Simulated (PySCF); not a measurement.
Si(CCH)2(H)(Me) (C5H6Si), SMILES C#C[SiH](C)C#C. Geometry optimised at B3LYP-D3(BJ)/def2-SVP.

Computed equilibrium geometry at B3LYP-D3(BJ)/def2-SVP (PySCF confirms it by a frequency run) as bond lengths and angles, and its point group:
point group Cs.
Atoms: Si1 C2 C3 C4 C5 C6 H7 H8 H9 H10 H11 H12. Bonded distances (Å): Si1–C2 1.876, Si1–C3 1.839, Si1–C5 1.839, Si1–H7 1.488, C2–H8 1.101, C2–H9 1.101, C2–H10 1.101, C3–C4 1.217, C4–H11 1.075, C5–C6 1.217, C6–H12 1.075. Angles (°): C2–Si1–C3 110.1, C2–Si1–C5 110.1, C2–Si1–H7 111.0, C3–Si1–C5 108.8, C3–Si1–H7 108.4, C5–Si1–H7 108.4, Si1–C2–H8 110.4, Si1–C2–H9 110.4, Si1–C2–H10 110.4, H8–C2–H9 108.5, H8–C2–H10 108.6, H9–C2–H10 108.5, Si1–C3–C4 178.8, C3–C4–H11 179.7, Si1–C5–C6 178.8, C5–C6–H12 179.7.
